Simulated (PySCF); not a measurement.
## UHF on V⁺ (vanadium, charge +1)

Configuration: [Ar] 3d3 4p1, one real determinant (an excited configuration). Computed with PySCF 2.14 in def2-QZVPPD, with no relativity, point nucleus.

```
Total energy                                                  : -942.543258 hartree
One-electron energy                                           : -1287.0618 hartree
Hartree (Coulomb) energy                                      : 388.6337 hartree
Exchange energy                                               : -44.1152 hartree
Kinetic energy                                                : 942.55001 hartree
⟨S²⟩                                                          : 6.0025
⟨L²⟩                                                          : 14.036
Sum of ⟨r⟩                                                    : 18.21 bohr
Sum of ⟨r²⟩                                                   : 33.80 bohr²
Traceless quadrupole moment −½Σ⟨3z² − r²⟩ along its main axis : -6.80 e·bohr²
Density at the nucleus (Gaussians lack the cusp)              : 8120 bohr⁻³
Spin density at the nucleus                                   : -0.815 bohr⁻³
Langevin diamagnetic susceptibility                           : -26.8 ×10⁻⁶ cm³/mol
```

```csv
shell,electrons,mean orbital energy (hartree),spread (hartree),"rms radius, mean of both spins (bohr)"
1s α,1,-201.82692,0,0.0776
1s β,1,-201.82546,0,0.0776
2s α,1,-24.22287,0,0.335
2s β,1,-24.16103,0,0.335
2p α,3,-20.37499,0.00208,0.304
2p β,3,-20.31117,0.00268,0.304
3s α,1,-3.60707,0,1.03
3s β,1,-3.38965,0,1.03
3p α,3,-2.47651,0.00231,1.11
3p β,3,-2.20830,0.01044,1.11
3d α,3,-0.84044,0.00560,1.46
4p α,1,-0.35749,0,4.14
```

⟨L²⟩ = 14.04 against 20 for a pure G term, so this real determinant mixes terms.

Spin-orbit constants ζ (cm⁻¹) from the X2C one-electron operator on these orbitals (non-relativistic here): bare nucleus, nucleus screened by l(l+1)(2l+1)/3 electrons, and screened by the Breit-Pauli mean field of the electrons.

```csv
shell,bare,screened nucleus,mean field
2p,39500,36060,34460
3p,4453,4066,3856
3d,363.9,205.7,179.6
4p,234.2,213.8,201.2
```

To first order the Landé constant is A = 46.26 cm⁻¹, so the lowest level has J = 2 and lies 0.0573 eV below the centre of the term. This holds in LS coupling only.
